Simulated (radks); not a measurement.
Problem. The tantalum ion Ta62+, 11 electrons, occupied as [Ne] 3s1. Method: non-relativistic Kohn-Sham, LDA (Slater exchange, Perdew-Wang correlation), spin-unpolarised, spherical densities, point nucleus; relativity is left out, which matters for an element this heavy; computed with a radial shooting solver on a logarithmic mesh with Libxc functionals. Some entries of the table are withheld. Estimate them.

| orbital | occ. | eigenvalue (hartree) | <r> (bohr) |
|---|---|---|---|
| 1s | 2 | (1) | 0.02075 |
| 2s | 2 | -552.1747 | 0.08632 |
| 2p | 6 | -539.3703 | (2) |
| 3s | 1 | -233.6034 | (3) |

Solution. 
(1) 1s eigenvalue (hartree): -2466.196
(2) 2p <r> (bohr): 0.07291
(3) 3s <r> (bohr): 0.2010
